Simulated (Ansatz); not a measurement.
System: sum formula InCl2F, charge 0, multiplicity 1. SMILES: [In]([Cl])([Cl])[F]
Geometry: optimised at B3LYP-D3(BJ)/def2-TZVP (Ansatz, a first-principles code).

Wanted: vertical ionisation energy (to the doublet state of charge +1; each state is the SCF solution reached for its spin), in eV. Cores are frozen in the correlated levels unless marked. Open shells are spin-unrestricted. Spin-orbit coupling is left out. Frozen are the shells of the preceding noble gas and the d and f shells that filled before the atom's block. In def2 rows, elements after Kr have scalar-relativistic effective core potentials. CBS marks a two-point X^-3 extrapolation of the correlation energy; Hartree-Fock from the larger set. The bracket is a focal-point correction in the basis named.

```tsv
level	program	vertical ionisation energy (eV)
HF/def2-SVPD	Ansatz	11.41
MP2/def2-SVPD	Ansatz	12.28
MP2/def2-QZVPPD	Ansatz	12.35
RI-MP2/CBS(def2-TZVPPD,def2-QZVPPD)	Ansatz	12.43
SCS-MP2/def2-QZVPPD	Ansatz	12.27
CCSD/def2-TZVPPD	Ansatz	12.06
CCSD(T)/def2-SVPD	Ansatz	12.11
RI-MP2/CBS(def2-TZVPPD,def2-QZVPPD)+[CCSD(T)-MP2]/def2-SVPD	Ansatz	12.27
RI-MP2/CBS(def2-TZVPPD,def2-QZVPPD)+[CCSD(T)-MP2]/def2-QZVPPD	Ansatz	12.30
CCSD(T)/CBS(def2-TZVPPD,def2-QZVPPD)	Ansatz	12.32
```
